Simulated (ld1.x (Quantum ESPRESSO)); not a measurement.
# What one change does to a pseudopotential (Se, PAW)

ld1.x (Quantum ESPRESSO) 7.5 input, shortened:

```
&input
   title='Se', zed=34., rel=1, dft='PBE', iswitch=3,
   config='[Ar] 3d10 4s2 4p3.5'
 /
 &inputp
   pseudotype=3, lpaw=.true., tm=.true., lloc=-1, rcloc=1.00,
   nlcc=.true., new_core_ps=.true.,
   which_augfun='BG', rmatch_augfun=0.70
 /
6
4S  1  0   2.00   0.00  1.65  1.80  0.0
4S  1  0   0.00  -0.75  1.65  1.80  0.0
4P  2  1   3.50   0.00  1.05  1.40  0.0
4P  2  1   0.00   0.85  1.05  1.40  0.0
3D  3  2  10.00   0.00  0.65  0.80  0.0
3D  3  2   0.00  -2.70  0.65  0.80  0.0
 &test
   configts(1)='3d10 4s2 4p3.5'
 /
```

Change: waves 3d (bound): rcut 0.65, rcutus 1.22 bohr; 3d channel at -2.7 Ry: rcut 0.65, rcutus 1.22 bohr.

Cutoffs: the cutoffs (Ry, on a coarse ladder) from which the occupation-weighted sum of valence levels, in a spherical-Bessel basis at the reference potential, stays within 10 and 1 mRy of its value at 400 Ry; they do not see the model core or the augmentation charge, which bear on the density cutoff. Errors are all-electron minus pseudo energies relative to the spin-unpolarised reference configuration.

Question: What does the change do?

Answer: Both files keep a bound ghost (p, s); the number of tests with a reliable result goes from 7 to 3 (the test run of the changed file stopped, so its transferability is not established); of the 3 tests that both files solve, the error grows in 1 and shrinks in 1 by more than 15 % and 0.3 meV (median size 1.2 → 1.3 meV).

```tsv
quantity	base	changed
cutoff, loose	260 Ry	100 Ry
cutoff, tight	over 300 Ry	160 Ry
loose cutoff by channel (10 mRy a level)	s 6 Ry, p 8 Ry, d 160 Ry	s 6 Ry, p 8 Ry, d 60 Ry
bound ghosts	s, p	s, p
tests with a reliable result	7 of 7	3 of 7 (the test run stopped)
error for 3d10 4s2 4p4, meV [ΔE -4.31 eV]	+0.8	+0.5
error for 3d10 4s2 4p3, meV [ΔE 6.54 eV]	-1.2	-1.3
error for 3d10 4s2 4p2, meV [ΔE 26.88 eV]	-5.8	-7.6
s: phases at 1.95 bohr within 0.05 rad from the reference energy up to (Ry; the scan ends near 5)	to the end of the scan	to the end of the scan
p: phases at 1.95 bohr within 0.05 rad from the reference energy up to (Ry; the scan ends near 5)	to the end of the scan	to the end of the scan
d: phases at 1.95 bohr within 0.05 rad from the reference energy up to (Ry; the scan ends near 5)	to the end of the scan	to the end of the scan
lowest overlap eigenvalue by channel	s 0.20, p 0.65, d 0.91	s 0.20, p 0.65, d 0.35
```

Base: ld1.x warns that Blöchl-style (BG) augmentation functions are not a good idea. Changed file: ld1.x warns that Blöchl-style (BG) augmentation functions are not a good idea. A true bound ghost makes a file unfit for plane-wave use even where its test errors are small: the radial tests pick states by their node count and pass the ghost by.
